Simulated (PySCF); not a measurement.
## Basis-set dependence of excited states

Compound: C2H11AlN2.
Geometry (PBE0-D3(BJ)/def2-SVP, Å), atoms numbered from 1 in this order:
```xyz
16
C2H11AlN2 angstrom
C     -1.7761   -0.9325   -0.6526
N     -0.6636   -0.2071   -0.1038
C     -1.0744    0.7399    0.8834
Al     1.0078   -0.6025   -0.7398
N      2.1625    0.6979    0.3618
H     -2.3322   -1.5142    0.1148
H     -2.5195   -0.2704   -1.1481
H     -1.4422   -1.6573   -1.4163
H     -1.5915    0.2683    1.7492
H     -1.7812    1.5025    0.4853
H     -0.2211    1.3010    1.3027
H      1.6822   -1.9946   -0.2909
H      1.3937   -0.1048   -2.2222
H      3.1456    0.5684    0.1178
H      1.9285    1.6752    0.1807
H      2.0736    0.5386    1.3666
```

TDDFT with PBE0 (PySCF), vertical singlets, core orbitals frozen in the response, spherical d and f functions. Geometry: PBE0-D3(BJ)/def2-SVP, one conformer, isolated molecule.

```csv
basis,functions,diffuse,S1 (eV),S2 (eV),S3 (eV),S4 (eV),S5 (eV),LUMO (eV),α (au)
6-31G*,96,no,4.15,5.20,6.11,6.34,6.61,0.34,61.3
6-31+G*,116,yes,3.53,4.59,5.21,5.21,5.34,-0.71,70.6
def2-SVP,129,no,4.23,5.23,6.18,6.32,6.52,0.22,64.6
def2-SVPD,192,yes,3.79,4.86,5.47,5.63,5.73,-0.50,77.4
aug-cc-pVDZ,218,yes,3.38,4.35,4.69,4.81,5.00,-0.95,80.1
def2-TZVP,227,no,3.94,5.00,5.75,5.93,5.97,-0.27,73.2
def2-TZVPD,290,yes,3.60,4.64,5.23,5.36,5.37,-0.73,79.1
```

Question: How much do these states and the polarisability depend on the basis?

Answer: States are compared by their number. Against the largest diffuse basis here (def2-TZVPD, itself not a converged limit), sets without diffuse functions differ by up to 0.63 eV in S1 and 1.24 eV in S5; the smaller diffuse sets differ by up to 0.23 and 0.37 eV. State by state, the largest deviation of a set without diffuse functions is S1 0.63, S2 0.59, S3 0.95, S4 0.98, S5 1.24 eV. The same number needn't mean the same state in each row. Against def2-TZVPD the polarisability deviates by -22% in 6-31G*, -11% in 6-31+G*, -18% in def2-SVP, -2% in def2-SVPD, +1% in aug-cc-pVDZ, -7% in def2-TZVP. A single + in a Pople set puts diffuse functions on heavy atoms only.
